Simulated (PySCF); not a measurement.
Screening by computed properties: pick the candidate that meets the target.

Each SMILES stands for a single optimised conformer of the isolated species, non-relativistic unless stated; the electronic structure was computed with PySCF and density fitting.

The conformers computed, where there is a choice (atom-mapped SMILES and torsion angles):
- `[CH2:1][C:2](=[CH2:3])[CH2:4][C@H:5]1[CH2:6][S:7]1`: C1–C2–C4–C5 96°, C2–C4–C5–C6 -36°
- `[CH:1]#[C:2][C@H:3]([CH:4][SH:5])[CH2:6][CH3:7]`: C2–C3–C4–S5 159°, C2–C3–C6–C7 -63°, H–S5–C4–C3 -28°
- `[CH:1]#[C:2][C:3](=[CH2:4])[CH2:5][C:6]([F:7])[CH:8]=[CH2:9]`: C2–C3–C5–C6 -77°, C3–C5–C6–F7 -86°, C5–C6–C8–C9 -177°
- `[CH3:1][C:2]([CH3:3])[CH2:4][F:5]`: C1–C2–C4–F5 -82°
- `[CH2:1]=[C:2][C:3](=[CH2:4])/[CH:5]=[C:6](\[F:7])[CH:8]=[CH2:9]`: C2–C3–C5–C6 3°, C5–C6–C8–C9 -178°

Question: Wanted: isotropic g value between 2.0022 and 2.0037 (unrestricted B3LYP/pcH-1, mean-field spin–orbit) and smallest rotational constant above 1 GHz (GFN2-xTB), at GFN2-xTB geometries. Which candidate meets both?
A. `C=[C]C(=C)/C=C(\F)C=C` [radical]
B. `C[C](CF)C` [radical]
C. `[CH2]C(=C)C[C@H]1CS1` [radical]
D. `C#C[C@H]([CH]S)CC` [radical]
E. `C(=C)(C[C](C=C)F)C#C` [radical]
F. `[CH]1[CH+]N=CC2=C1COC2` [radical]

Answer: B. Computed values:
| species | isotropic g value | smallest rotational constant |
| --- | --- | --- |
| [CH2]C(=C)C[C@H]1CS1 [radical] | 2.00205 | 1.542 GHz |
| C=[C]C(=C)/C=C(\F)C=C [radical] | 2.00233 | 0.773 GHz |
| C[C](CF)C [radical] | 2.00247 | 2.830 GHz |
| C(=C)(C[C](C=C)F)C#C [radical] | 2.00313 | 0.889 GHz |
| C#C[C@H]([CH]S)CC [radical] | 2.00418 | 0.965 GHz |
| [CH]1[CH+]N=CC2=C1COC2 [radical] | 2.00466 | 1.116 GHz |
